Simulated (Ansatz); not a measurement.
Start from `C[O][In]([Cl])[Cl]` and change one atom or group to get `[Cl][In]([Cl])[SeH]`.

Ansatz, PBE0-D4/def2-TZVP geometries, multiplicity 1. Each molecule was computed in one conformer, which needn't be the lowest.

Elements past krypton have def2 core potentials. Scalar relativity is left out up to krypton. Spin–orbit coupling is left out; it splits and shifts lone-pair levels of the heavy atoms by tenths of an eV.

```tsv
property	`C[O][In]([Cl])[Cl]`
size of the dipole moment (ωB97M-V/def2-TZVPP) / D	1.35
LUMO energy (PBE0/def2-TZVPP) / eV	-2.52
ideal-gas entropy at 298 K and 1 bar (rigid rotor, harmonic PBE0-D4/def2-TZVP) / J/(mol·K)	403
HOMO energy (B3LYP/def2-TZVPP) / eV	-7.99
HOMO energy (PBE0/def2-TZVPP) / eV	-8.22
HOMO–LUMO gap (ωB97M-V/def2-TZVPP) / eV	10.05
```

(1) What does the change do to each property? (Best estimate.)

Answers

(1) The calculation gave: 
```
                                                                                  property  `[Cl][In]([Cl])[SeH]`  shift
                                        size of the dipole moment (ωB97M-V/def2-TZVPP) / D                   1.97   0.62
                                                        LUMO energy (PBE0/def2-TZVPP) / eV                  -2.51   0.01
ideal-gas entropy at 298 K and 1 bar (rigid rotor, harmonic PBE0-D4/def2-TZVP) / J/(mol·K)                    379    -24
                                                       HOMO energy (B3LYP/def2-TZVPP) / eV                  -7.68   0.31
                                                        HOMO energy (PBE0/def2-TZVPP) / eV                  -7.92   0.30
                                                   HOMO–LUMO gap (ωB97M-V/def2-TZVPP) / eV                   9.45  -0.60
```

The zero-point energy changes by -86.9 kJ/mol with -9 modes. Dipoles are sizes alone; their direction can turn. Modes under 60 cm⁻¹, often nearly free rotors, make the harmonic entropy too high.

B3LYP here is the variant with VWN-RPA as its local correlation; programs differ in this.
